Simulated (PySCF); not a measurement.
CH5IO2Si, SMILES C[Si](O)(O)I. Geometry: PBE-D3(BJ)/def2-SVP. The structure was generated by enumeration, and PubChem lists no compound with its InChIKey, so it may never have been made. The def2 effective core potentials stand for the cores of I; spin–orbit coupling is left out. The values are those of a single conformer.

Computed equilibrium geometry at PBE-D3(BJ)/def2-SVP (PySCF confirms it by a frequency run) as bond lengths and angles (one conformer of several):
Atoms: C1 Si2 O3 O4 I5 H6 H7 H8 H9 H10. Bonded distances (Å): C1–Si2 1.858, C1–H6 1.107, C1–H7 1.109, C1–H8 1.107, Si2–O3 1.674, Si2–O4 1.666, Si2–I5 2.503, O3–H9 0.973, O4–H10 0.974. Bond angles (°): Si2–C1–H6 110.4, Si2–C1–H7 109.3, Si2–C1–H8 110.7, H6–C1–H7 108.7, H6–C1–H8 108.8, H7–C1–H8 108.8, C1–Si2–O3 113.5, C1–Si2–O4 106.7, C1–Si2–I5 109.8, O3–Si2–O4 110.3, O3–Si2–I5 105.9, O4–Si2–I5 110.8, Si2–O3–H9 114.7, Si2–O4–H10 115.1.
